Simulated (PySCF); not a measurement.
Simulation results for BH$_{5}$NSi$_{2}$, B$_{2}$FH$_{4}$Si, Al$_{2}$H$_{2}$NO

Calculation on a computer-drawn molecule: optimised geometry and harmonic frequencies of an isolated molecule of the commonest isotopes, restricted reference for singlets and unrestricted otherwise, frozen core in MP2. Program: PySCF 2.14.0.

Common to all runs: method HF; basis cc-pV(D+d)Z.

(1) BH$_{5}$NSi$_{2}$

Start structure:
```xyz
9
BH5NSi2
B      0.9545    -2.7697    -0.2122
N      0.4606    -1.6899     0.1832
Si    -0.3455    -0.3991     0.7227
Si    -2.0390     0.3725    -0.6731
H      1.5739    -3.6957    -0.6039
H      0.6558     0.5118     1.3508
H     -3.0671    -0.6645    -0.8227
H     -2.6656     1.5694    -0.0133
H     -1.6745     0.8531    -2.0270
```

| Quantity | Value |
| --- | --- |
| charge | 0 |
| multiplicity | 2 |
| rotational constants | 10.8, 2.161, 1.854 GHz |
| total energy | -659.9215 hartree |
| spin squared | 0.7606 |
| convergence status largest gradient component | 2.451e-05 hartree/bohr |

Drawn bonds:
```tsv
atom	other atom	order
1	2	2
2	3	1
3	4	1
1	5	1
3	6	1
4	7	1
4	8	1
4	9	1
```

Optimised structure:
```xyz
9
BH5NSi2
B      1.0018    -2.7784    -0.2451
N      0.4501    -1.7458     0.1751
Si    -0.3768    -0.4002     0.8328
Si    -2.0527     0.3971    -0.6241
H      1.5260    -3.7481    -0.6429
H      0.5968     0.6582     1.2031
H     -3.0504    -0.6744    -0.8599
H     -2.7354     1.5557     0.0028
H     -1.5063     0.8238    -1.9372
```

Modes:
```tsv
frequency (cm⁻¹)	reduced mass (dalton)
97.33	1.938
100.2	1.507
200	3.479
242.2	4.45
428.3	5.437
435.3	1.061
577.9	1.324
666.3	1.244
738.5	6.926
812.8	1.353
826.1	1.337
852.4	1.152
981.2	1.121
1020	1.037
1027	1.036
1963	5.249
2273	1.041
2289	1.046
2300	1.046
2303	1.03
2989	1.192
```

(2) B$_{2}$FH$_{4}$Si

Start structure:
```xyz
8
B2FH4Si
B      0.1517     0.4564     0.5810
Si     0.0052    -0.5781    -1.1797
B      0.8300     0.7856    -2.3987
F      1.3761     1.9046    -2.6743
H      0.6477     1.4213     0.7009
H     -0.3286    -0.1929     1.4294
H      0.6924    -1.8198    -1.4004
H     -1.3628    -0.8708    -1.7083
```

| Item | Value |
| --- | --- |
| charge | 1 |
| multiplicity | 1 |
| rotational constants | 13.35, 2.507, 2.166 GHz |
| total energy | -439.7961 hartree |
| convergence status largest gradient component | 3.091e-05 hartree/bohr |

Drawn bonds:
```tsv
atom	other atom	order
1	2	1
2	3	1
3	4	1
1	5	1
1	6	1
2	7	1
2	8	1
```

Optimised structure:
```xyz
8
B2FH4Si
B      0.0700     0.3070     0.7564
Si    -0.0014    -0.4965    -1.1288
B      0.8683     0.8737    -2.4689
F      1.3761     1.6752    -3.2472
H      0.5615     1.3697     0.9726
H     -0.4078    -0.3536     1.6242
H      0.8712    -1.6528    -1.3972
H     -1.3263    -0.6165    -1.7612
```

Modes:
```tsv
frequency (cm⁻¹)	reduced mass (dalton)
116.8	3.879
134.6	1.023
257.5	2.406
362.6	5.493
385.1	7.907
433.5	1.48
596.1	2.591
690.4	1.685
714	1.197
858.4	1.21
972.2	1.341
979.2	1.053
1241	1.118
1688	12.73
2355	1.028
2371	1.054
2736	1.048
2851	1.132
```

(3) Al$_{2}$H$_{2}$NO

Start structure:
```xyz
6
Al2H2NO
N     -0.7053     0.8744     2.2577
Al    -0.4498     0.2846     0.7393
O     -0.2173    -0.3669    -0.8768
Al    -0.0286    -1.0904    -2.3808
H     -0.4208     0.2318     2.9885
H      0.1641    -1.6028    -3.8302
```

| Property | Result |
| --- | --- |
| charge | 1 |
| multiplicity | 1 |
| rotational constants | 1.679, 1.679 GHz |
| total energy | -614.0864 hartree |
| convergence status largest gradient component | 1.705e-05 hartree/bohr |

Drawn bonds:
```tsv
atom	other atom	order
1	2	2
2	3	1
3	4	1
1	5	1
4	6	1
```

Optimised structure:
```xyz
6
Al2H2NO
N     -0.5354     0.4995     2.2165
Al    -0.3708     0.0205     0.7268
O     -0.1975    -0.5073    -0.8953
Al    -0.0362    -1.0070    -2.4257
H     -0.6350     0.8058     3.1540
H      0.1172    -1.4809    -3.8786
```

Modes:
```tsv
frequency (cm⁻¹)	reduced mass (dalton)
52.27	9.575
197.1	4.19
197.4	4.352
423.1	1.129
423.1	1.131
458.9	1.305
459	1.304
500.4	12.67
1148	12.6
1340	10.46
2180	1.052
3993	1.088
```
